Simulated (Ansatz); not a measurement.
```yaml
crystal:
  periodic: [true, true, true]
  atoms:
    - {symbol: F, position_ang: [-0.076146, 3.153762, 0.636177]}
    - {symbol: C, position_ang: [-1.146202, 2.377158, 0.490648]}
    - {symbol: F, position_ang: [-1.881981, 2.856017, -0.504788]}
    - {symbol: F, position_ang: [-1.857299, 2.425870, 1.610628]}
    - {symbol: C, position_ang: [-0.755054, 0.923495, 0.191437]}
    - {symbol: C, position_ang: [0.583558, 0.565313, 0.115767]}
    - {symbol: C, position_ang: [0.930926, -0.751196, -0.152574]}
    - {symbol: C, position_ang: [2.409495, -1.154461, -0.235899]}
    - {symbol: F, position_ang: [2.671775, -2.079994, 0.678737]}
    - {symbol: F, position_ang: [2.668730, -1.654645, -1.437715]}
    - {symbol: F, position_ang: [3.214395, -0.116015, -0.028353]}
    - {symbol: O, position_ang: [0.134653, -1.710166, -0.346525]}
    - {symbol: Al, position_ang: [-1.685986, -1.628124, -0.329542]}
    - {symbol: Cl, position_ang: [-2.418462, -2.700006, 1.301495]}
    - {symbol: Cl, position_ang: [-2.417721, -1.970495, -2.251370]}
    - {symbol: O, position_ang: [-1.744349, 0.156325, 0.036590]}
    - {symbol: H, position_ang: [1.350667, 1.306761, 0.265288]}
basis:
  gaussian: {orbitals: ANO-RCC-VTZP}
hamiltonian: {xc: {name: r2SCAN0}}
output: {forces: true}
```

```sh
$ ansatz run in.yaml --threads 11 --pin off --events-out ev --progress --plain --max-ram 166912MiB --backend cuda --devices 0, --max-vram 75GiB
```

(1) How does Ansatz answer? (An estimate is asked.)

## Answers

(1) The calculation gave: The program refused the input.
```
Error: YAML parse error: error: line 2 column 3: crystal: missing field `lattice` (a structure is typed as `lattice` and `atoms`, a molecule's as `atoms` in Å alone, or read from a run's directory, `checkpoint`)
 --> <input>:2:3
  |
1 | crystal:
2 |   periodic: [true, true, true]
  |   ^ crystal: missing field `lattice` (a structure is typed as `lattice` and `atoms`, a molecule's as `atoms` in Å alone, or read from a run's directory, `checkpoint`)
3 |   atoms:
4 |     - {symbol: F, position_ang: [-0.076146, 3.153762, 0.636177]}
  |
```
